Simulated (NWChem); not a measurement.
# C$_{2}$H$_{2}$F, doublet; SMILES [CH]=CF

```xyz
5

C      0.1782     1.2541     0.0000
C     -0.4311     0.0920     0.0000
F      0.2080    -1.0838     0.0000
H      1.1666     1.7045     0.0000
H     -1.5209    -0.0258     0.0000
```
Atoms are numbered in this order, from 1.

Computed with NWChem. Spin-unrestricted. In the optimisation the excess spin sits in a' (Cs, its own frame). Coordinates come from a PBE0/def2-SVP, spin-unrestricted optimisation. No stability test was run on the SCF state.

Task: Taking PBE/pcseg-2 as the yardstick, which of these has the fewest basis functions while keeping “highest occupied level (eV)” within 0.2 eV of it: PBE/aug-pcseg-1; PBE/STO-3G; PBE/pcseg-1; PBE/def2-SVP?

Result: PBE/pcseg-1.
```json
[
 {"level": "PBE/STO-3G", "basis functions": "17", "highest occupied level (eV)": "-3.03"},
 {"level": "PBE/pcseg-1", "basis functions": "52", "highest occupied level (eV)": "-6.44"},
 {"level": "PBE/def2-SVP", "basis functions": "52", "highest occupied level (eV)": "-6.26"},
 {"level": "PBE/aug-pcseg-1", "basis functions": "87", "highest occupied level (eV)": "-6.54"},
 {"level": "PBE/pcseg-2", "basis functions": "118", "highest occupied level (eV)": "-6.51"}
]
```

The yardstick is one finite set, not the basis-set limit.
